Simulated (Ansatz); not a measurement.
Reaction (redistribution): `[AlH2][C]1(Cl)BO1` + `Cl[SiH]1C[SiH2]1` → `[AlH2][SiH]1C[SiH2]1` + `ClC1(Cl)BO1`

Computed with Ansatz on PBE0-D4/def2-TZVP structures; ΔE is electronic, products minus reactants. CCSD(T)/CBS adds triple-zeta CCSD(T) − MP2 to the extrapolated MP2 energy (def2 sets, frozen cores). DFT in def2-TZVPP.

CCSD(T)/CBS gives +113.2 kJ/mol.

(1) Another level gave +84.4 kJ/mol. Which?
A. BHLYP/def2-TZVPP
B. B97M-V/def2-TZVPP
C. SCS-MP2/def2-TZVPP
D. revPBE-D4/def2-TZVPP

Largest T1 diagnostic among the species: 0.015.

Results:

(1) D. revPBE-D4 84.4, B97M-V 106.7, SCS-MP2/def2-TZVPP 121.6, BHLYP 135.1 kJ/mol.

In def2-TZVPP, CCSD(T) changes the Hartree–Fock value by −51.4 kJ/mol (the triples alone add −9.6 kJ/mol) and MP2 by −44.9 kJ/mol. From PBE to PBE0 (25 % exact exchange), in def2-TZVPP and without D4, ΔE moves by +10.8 kJ/mol. The D4 term adds −4.3 kJ/mol with B3LYP and −2.1 kJ/mol with PBE0; it sums over pairs of atoms, weighted by their polarisabilities, and B3LYP, whose exchange is more repulsive, gets the larger term.

B3LYP here is the variant with VWN-RPA as its local correlation; programs differ in this.
